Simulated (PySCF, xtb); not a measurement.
W(O)2(NH2)2 (H4N2O2W), SMILES [NH2][W]([NH2])(=[O])=[O], multiplicity 1. The values are those of a single conformer.

Harmonic wavenumbers (cm⁻¹) from xtb with GFN2-xTB at its own minimum, in rising order: 161, 164, 172, 184, 248, 264, 296, 461, 468, 483, 487, 493, 495, 810, 840, 1477, 1479, 3267, 3269, 3278, 3284.

**Question.** What does r2SCAN-D4/def2-SVP run with PySCF 2.14.0 give at its own minimum? (An estimate is asked for; the answer gives what the named calculation found.)

**Answer.** 153, 205, 212, 234, 297, 324, 331, 409, 429, 629, 635, 697, 708, 980, 1011, 1504, 1507, 3553, 3557, 3659, 3659. Paired by order, the mean absolute difference is 134 cm⁻¹ and the zero-point energies are 31.6 and 35.3 kcal/mol.
